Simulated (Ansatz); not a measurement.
Consider the homolysis of the C–Si bond: `NC[SiH2]O` → `[CH2]N`• + `O[SiH2]`•.

Calculated with Ansatz (gas phase, PBE0-D4/def2-TZVP geometries, no zero-point term in ΔE). CCSD(T)/CBS is the MP2 limit (def2-TZVPP, def2-QZVPP) plus CCSD(T) − MP2 in def2-TZVPP, frozen cores. This one scheme is used for every species. DFT in def2-TZVPP. B3LYP here is the variant with VWN-RPA as its local correlation; programs differ in this. No spin–orbit coupling; open shells (•) take unrestricted orbitals. Each species was taken in one conformer, which may not be the lowest.

CCSD(T)/CBS gives +3.65 eV.

(1) Another level gave +3.57 eV. Which?
A. CCSD(T)/def2-TZVPP
B. PBE/def2-TZVPP
C. BHLYP-D4/def2-TZVPP
D. B3LYP-D4/def2-TZVPP

Largest T1 diagnostic among the species: 0.016.

Results:

(1) A. CCSD(T)/def2-TZVPP 3.57, BHLYP-D4 3.39, PBE 3.26, B3LYP-D4 3.34 eV.

In def2-TZVPP, CCSD(T) changes the Hartree–Fock value by +1.01 eV (the triples alone add +0.07 eV) and MP2 by +1.14 eV; breaking electron pairs costs correlation energy, which Hartree–Fock lacks. From PBE to PBE0 (25 % exact exchange), in def2-TZVPP and without D4, ΔE moves by +0.08 eV. The D4 term adds +0.15 eV with B3LYP and +0.08 eV with PBE0; it sums over pairs of atoms, weighted by their polarisabilities, and B3LYP, whose exchange is more repulsive, gets the larger term.
